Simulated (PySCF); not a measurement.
## Mayer bond orders and bond lengths

Compound: C₇H₈O₃S.
Numbering: `[CH3:1][O:2][S:3](=[O:4])(=[O:5])[c:6]1[cH:7][cH:8][cH:9][cH:10][cH:11]1` (hydrogens: H12, H13, H14 on C1; H15 on C7; H16 on C8; H17 on C9; H18 on C10; H19 on C11)

Structure used (PBE0-D3(BJ)/def2-SVP), in Å, numbered top down from 1:
```
atom  x, y, z in Å
C1     3.5064    0.5060    0.0702
O2     2.0924    0.4945    0.2367
S3     1.3274   -0.7194   -0.5322
O4     1.5305   -0.5480   -1.9600
O5     1.6848   -1.9691    0.1156
C6    -0.3216   -0.2686   -0.1010
C7    -0.8883   -0.8172    1.0468
C8    -2.1908   -0.4579    1.3824
C9    -2.8993    0.4323    0.5748
C10   -2.3162    0.9660   -0.5754
C11   -1.0157    0.6145   -0.9252
H12    3.9545   -0.4127    0.4786
H13    3.7712    0.6105   -0.9933
H14    3.8693    1.3765    0.6298
H15   -0.3109   -1.5212    1.6488
H16   -2.6567   -0.8789    2.2760
H17   -3.9217    0.7094    0.8420
H18   -2.8802    1.6561   -1.2067
H19   -0.5366    1.0029   -1.8259
```

Bond orders from the PBE0/pcSseg-1 density (PySCF). Isolated species at its PBE0-D3(BJ)/def2-SVP geometry (one conformer only).

(1) How far do the computed orders between heavy atoms stray from the drawn ones?

(2) Set the Mayer orders of the bonds between heavy atoms beside their lengths.

Answers

(1) The largest departure is 0.250, at S3–O4 (drawn double, 1.750), counting aromatic bonds as 1.5. Drawn single, order below 0.88: C1–O2 (0.859). The bonds drawn aromatic range from 1.37 to 1.43.

(2) 
```csv
bond,drawn as,length (Å),Mayer order
C1–O2,single,1.424,0.859
O2–S3,single,1.628,0.924
S3–O4,double,1.452,1.750
S3–O5,double,1.452,1.755
S3–C6,single,1.763,0.935
C6–C7,aromatic,1.393,1.374
C7–C8,aromatic,1.392,1.420
C8–C9,aromatic,1.395,1.428
C9–C10,aromatic,1.396,1.426
C10–C11,aromatic,1.392,1.423
C11–C6,aromatic,1.393,1.367
```

By pair of heavy elements: O–S: lowest O2–S3 (0.924, 1.628 Å), highest S3–O5 (1.755, 1.452 Å). C–C: lowest C11–C6 (1.367, 1.393 Å), highest C8–C9 and C9–C10 (1.428, 1.395 Å). Bonds named together lie within 0.004.

Problem. And the bonds to hydrogen?

Solution. C–H: 0.96 to 0.97 (8 bonds).

Problem. Sum the orders of all bonds at each heavy atom with more than one neighbour and set the sums beside the valence in the SMILES.

Solution. C1 3.743 (drawn 4), O2 1.783 (drawn 2), S3 5.364 (drawn 6), C6 3.676 (drawn 4), C7 3.752 (drawn 4), C8 3.810 (drawn 4), C9 3.820 (drawn 4), C10 3.811 (drawn 4), C11 3.748 (drawn 4). Orders between atoms that aren't bonded are not in these sums.

Mayer orders depend on the basis set.

The run behind these numbers computed NMR shieldings as well. The run took 19 s wall, 50 s CPU (with the writing of density and orbital grids) on an AMD EPYC 9R45 with 2 threads, shared host with 96 logical CPUs at a one-minute load of 26, and the process peaked at 1.8 GiB of memory.
